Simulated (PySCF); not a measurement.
## Ar²⁺: excitation energy

Ar²⁺ [Ne] 3s2 3p4 (3P) → Ar²⁺ [Ne] 3s1 3p5 (3P), as a difference of total energies. Computed with PySCF 2.14 in aug-cc-pCVTZ-DK with one added diffuse shell each of s, p, d, f type (9s8p6d4f, 91 functions), with scalar relativity by spin-free X2C-1e. Correlated levels: valence: [Ne] frozen; valence and next inner shell: 1s2 frozen; nothing frozen. The calculations carry no spin-orbit coupling.

```tsv
method	excitation energy (eV)
UHF	17.317
LDA	14.823
PBE	14.920
PBE0	15.545
r2SCAN	15.299
TPSSh	15.414
BP86	14.891
wB97X-V	15.605
B3LYP	15.389
MP2 (valence)	15.801
SCS-MP2 (valence)	15.609
MP2 (valence and next inner shell)	15.730
SCS-MP2 (valence and next inner shell)	15.546
MP2 (all electrons)	15.719
SCS-MP2 (all electrons)	15.539
```

Question: How much does correlation contribute at MP2 (all electrons)?

Answer: 15.719 − (17.317) = -1.598 eV, measured against UHF.
